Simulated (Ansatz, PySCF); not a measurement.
Reaction R1 + 2 R2 → 3 P1, each structure at its B3LYP-D3(BJ)/def2-TZVP stationary point, reached from a drawn start (curvature not checked).
R1, BCl3 (SMILES ClB(Cl)Cl) (charge 0, multiplicity 1):
```csv
atom,x (Å),y (Å),z (Å)
B,0.0001,0.0001,0.0000
Cl,-1.1537,1.2981,-0.1733
Cl,0.2496,-1.1263,-1.3096
Cl,0.9039,-0.1718,1.4830
```
P1, BClF2 (SMILES FB(F)Cl) (charge 0, multiplicity 1):
```xyz
4

B     -0.061    -0.082     0.013
Cl     0.975     1.309    -0.201
F     -0.006    -0.792     1.118
F     -0.908    -0.434    -0.929
```
R2, BF3 (SMILES FB(F)F) (charge 0, multiplicity 1):
```xyz
4

B      0.000     0.000     0.000
F      1.302    -0.186     0.049
F     -0.485     1.208    -0.187
F     -0.816    -1.023     0.138
```

P less R. No zero-point or thermal terms.

Correlated levels freeze the cores. CBS(a, b) extrapolates the correlation energy as X⁻³ and adds the Hartree–Fock energy of set b.

The values were computed with Ansatz (an electronic-structure program) with Gaussian orbitals; PySCF for the D3/D4 terms. All values are computed, each at the level named.

PBE/def2-TZVPP gives 0.53 kcal/mol for the reaction energy.

Question: How do the other levels lie against it? Give each less PBE: PBE-D3(BJ)/def2-TZVPP, r2SCAN/def2-TZVPP, PBE0/def2-TZVPP, wB97M-V/def2-TZVPP, B2PLYP/def2-TZVPP, MP2/CBS(cc-pV(T+d)Z, cc-pV(Q+d)Z), CCSD(T)/CBS(cc-pV(T+d)Z, cc-pV(Q+d)Z).

Answer: PBE-D3(BJ)/def2-TZVPP 0.62; r2SCAN/def2-TZVPP 0.29; PBE0/def2-TZVPP 0.69; wB97M-V/def2-TZVPP 0.18; B2PLYP/def2-TZVPP 0.88; MP2/CBS(cc-pV(T+d)Z, cc-pV(Q+d)Z) 3.36; CCSD(T)/CBS(cc-pV(T+d)Z, cc-pV(Q+d)Z) 1.95 kcal/mol. 7 of 7 lie above PBE; the widest gap is to MP2/CBS(cc-pV(T+d)Z, cc-pV(Q+d)Z).
